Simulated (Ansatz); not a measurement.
Geometry optimisation of `N#CC1=C(c2cccnc2)C2C=CC1C2`.

```yaml
crystal:
  periodic: [false, false, false]
  atoms:
    - {symbol: N, position_ang: [-0.537410, 3.473940, -0.684710]}
    - {symbol: C, position_ang: [-0.761110, 2.379630, -0.409630]}
    - {symbol: C, position_ang: [-1.072650, 1.063220, -0.080900]}
    - {symbol: C, position_ang: [-0.253930, 0.007190, 0.135570]}
    - {symbol: C, position_ang: [1.187190, -0.047680, 0.123540]}
    - {symbol: C, position_ang: [1.971160, 1.078310, 0.397920]}
    - {symbol: C, position_ang: [3.347360, 0.967200, 0.353960]}
    - {symbol: C, position_ang: [3.903900, -0.266340, 0.043110]}
    - {symbol: N, position_ang: [3.176760, -1.339270, -0.219480]}
    - {symbol: C, position_ang: [1.864900, -1.235330, -0.179100]}
    - {symbol: C, position_ang: [-1.166500, -1.197150, 0.342470]}
    - {symbol: C, position_ang: [-1.850660, -1.417330, -0.999200]}
    - {symbol: C, position_ang: [-2.649500, -0.381410, -1.209620]}
    - {symbol: C, position_ang: [-2.509040, 0.544050, -0.012190]}
    - {symbol: C, position_ang: [-2.316900, -0.505220, 1.095190]}
    - {symbol: H, position_ang: [1.498490, 2.015660, 0.651690]}
    - {symbol: H, position_ang: [3.977100, 1.817370, 0.562540]}
    - {symbol: H, position_ang: [4.975570, -0.408340, 0.000890]}
    - {symbol: H, position_ang: [1.321230, -2.138910, -0.421750]}
    - {symbol: H, position_ang: [-0.710320, -2.067330, 0.805120]}
    - {symbol: H, position_ang: [-1.649730, -2.256960, -1.636240]}
    - {symbol: H, position_ang: [-3.267240, -0.159120, -2.058440]}
    - {symbol: H, position_ang: [-3.277500, 1.301190, 0.113930]}
    - {symbol: H, position_ang: [-2.016180, -0.078220, 2.052420]}
    - {symbol: H, position_ang: [-3.184960, -1.149140, 1.232910]}
basis:
  gaussian: {orbitals: def2-SVP}
hamiltonian: {xc: r2scan, dispersion: d4}
scf: {lower_state_search: "off"}
output: {orbitals: {seedname: orbitals}}
relax: {f_tol: 0.03, max_steps: 70}
```

```sh
$ ansatz run in.yaml --threads 4 --pin off --events-out ev --progress --plain --max-ram 6963MiB
```

Shortened log:

```
Functional definition: r2SCAN
mean field -16599.60552224 eV, -610.0242513256 hartree, gradient 8.2e-6 eV, S^2 0.000000; 0 other end points of the search recorded, 0 dependent functions left out
relax step   1: F+E_penalty+E_count = -16599.87085080 eV  Δ(F+E_penalty+E_count) = +0.000e0 eV  max|allowed force component| = 2.327e0 eV/Å  Δτ_max = 0.0000 Å  (23 SCF iters, accepted)
mean field -16599.74933698 eV, -610.0295364197 hartree, gradient 3.6e-6 eV, S^2 0.000000; 0 other end points of the search recorded, 0 dependent functions left out
relax step   2: F+E_penalty+E_count = -16600.01237980 eV  Δ(F+E_penalty+E_count) = -1.415e-1 eV  max|allowed force component| = 2.944e-1 eV/Å  Δτ_max = 0.0508 Å  (22 SCF iters, accepted)
mean field -16599.76290631 eV, -610.0300350836 hartree, gradient 2.8e-6 eV, S^2 0.000000; 0 other end points of the search recorded, 0 dependent functions left out
relax step   3: F+E_penalty+E_count = -16600.02525097 eV  Δ(F+E_penalty+E_count) = -1.287e-2 eV  max|allowed force component| = 1.386e-1 eV/Å  Δτ_max = 0.0369 Å  (23 SCF iters, accepted)
mean field -16599.76495804 eV, -610.0301104832 hartree, gradient 3.7e-6 eV, S^2 0.000000; 0 other end points of the search recorded, 0 dependent functions left out
relax step   4: F+E_penalty+E_count = -16600.02724702 eV  Δ(F+E_penalty+E_count) = -1.996e-3 eV  max|allowed force component| = 3.077e-2 eV/Å  Δτ_max = 0.0292 Å  (22 SCF iters, accepted)
mean field -16599.76674389 eV, -610.0301761121 hartree, gradient 3.6e-6 eV, S^2 0.000000; 0 other end points of the search recorded, 0 dependent functions left out
relax step   5: F+E_penalty+E_count = -16600.02904669 eV  Δ(F+E_penalty+E_count) = -1.800e-3 eV  max|allowed force component| = 7.109e-2 eV/Å  Δτ_max = 0.0521 Å  (21 SCF iters, accepted)
mean field -16599.76775873 eV, -610.0302134066 hartree, gradient 2.8e-6 eV, S^2 0.000000; 0 other end points of the search recorded, 0 dependent functions left out
relax step   6: F+E_penalty+E_count = -16600.03006580 eV  Δ(F+E_penalty+E_count) = -1.019e-3 eV  max|allowed force component| = 7.129e-2 eV/Å  Δτ_max = 0.0570 Å  (22 SCF iters, accepted)
mean field -16599.76832518 eV, -610.0302342231 hartree, gradient 3.7e-6 eV, S^2 0.000000; 0 other end points of the search recorded, 0 dependent functions left out
relax step   7: F+E_penalty+E_count = -16600.03059694 eV  Δ(F+E_penalty+E_count) = -5.311e-4 eV  max|allowed force component| = 5.576e-2 eV/Å  Δτ_max = 0.0378 Å  (22 SCF iters, accepted)
mean field -16599.76857571 eV, -610.0302434299 hartree, gradient 2.8e-6 eV, S^2 0.000000; 0 other end points of the search recorded, 0 dependent functions left out
relax step   8: F+E_penalty+E_count = -16600.03080232 eV  Δ(F+E_penalty+E_count) = -2.054e-4 eV  max|allowed force component| = 1.938e-2 eV/Å  Δτ_max = 0.0206 Å  (24 SCF iters, accepted)
Total energy: -16600.03081608 eV, -610.0398805860 hartree
Atom 0 at    -0.577077     3.565611    -0.501780 Å, force    -0.004362    -0.007985    -0.000508 eV/Å
Atom 1 at    -0.796151     2.436251    -0.288084 Å, force     0.002226     0.008884     0.001665 eV/Å
Atom 2 at    -1.099864     1.088515    -0.016623 Å, force     0.016495     0.002040     0.004197 eV/Å
Atom 3 at    -0.253385     0.028772     0.167699 Å, force    -0.005181     0.000783    -0.009726 eV/Å
Atom 4 at     1.198287    -0.026004     0.148760 Å, force     0.004635    -0.000277     0.006992 eV/Å
Atom 5 at     2.011674     1.119497     0.289529 Å, force    -0.000186    -0.003506    -0.001738 eV/Å
Atom 6 at     3.393908     0.975855     0.243707 Å, force     0.003520    -0.001143     0.007237 eV/Å
Atom 7 at     3.935235    -0.303025     0.061779 Å, force    -0.009072    -0.009802    -0.016136 eV/Å
Atom 8 at     3.187314    -1.401618    -0.076544 Å, force     0.010341     0.019383     0.009658 eV/Å
Atom 9 at     1.864613    -1.260438    -0.029483 Å, force    -0.007958     0.000065    -0.012183 eV/Å
Atom 10 at    -1.169946    -1.207174     0.306674 Å, force     0.006140    -0.003521     0.011359 eV/Å
Atom 11 at    -1.852062    -1.412494    -1.054713 Å, force    -0.007149     0.009533    -0.012347 eV/Å
Atom 12 at    -2.673762    -0.369289    -1.243030 Å, force     0.002059    -0.015454    -0.005278 eV/Å
Atom 13 at    -2.543771     0.532759    -0.007040 Å, force    -0.007963     0.004730     0.002558 eV/Å
Atom 14 at    -2.345984    -0.554297     1.076987 Å, force    -0.004075    -0.000693     0.003967 eV/Å
Atom 15 at     1.563164     2.104775     0.439352 Å, force     0.000901    -0.005247    -0.001625 eV/Å
Atom 16 at     4.050118     1.843506     0.353625 Å, force    -0.004288    -0.002035    -0.001137 eV/Å
Atom 17 at     5.022844    -0.445189     0.026111 Å, force     0.001698    -0.000778     0.005803 eV/Å
Atom 18 at     1.279949    -2.179715    -0.160088 Å, force     0.001175     0.002550     0.005643 eV/Å
Atom 19 at    -0.700366    -2.090543     0.757473 Å, force     0.000962    -0.001311    -0.001185 eV/Å
Atom 20 at    -1.625975    -2.227246    -1.745319 Å, force     0.002150    -0.001814     0.002528 eV/Å
Atom 21 at    -3.275791    -0.134649    -2.122768 Å, force    -0.001788     0.003357     0.002376 eV/Å
Atom 22 at    -3.327328     1.287095     0.140380 Å, force    -0.000121     0.001326    -0.000892 eV/Å
Atom 23 at    -2.053885    -0.144434     2.056791 Å, force     0.000871     0.000983    -0.000338 eV/Å
Atom 24 at    -3.211732    -1.226512     1.176606 Å, force    -0.001030    -0.000068    -0.000890 eV/Å
Dipole moment:    -0.248384    -0.500920     0.193604 e Å
Checks for a lower state left out: stability, starts, cluster_reference, orbital_swaps, neighbouring_geometries, increment
```

It took 65 s on 4 threads of Arm Neoverse V1 on a shared host.
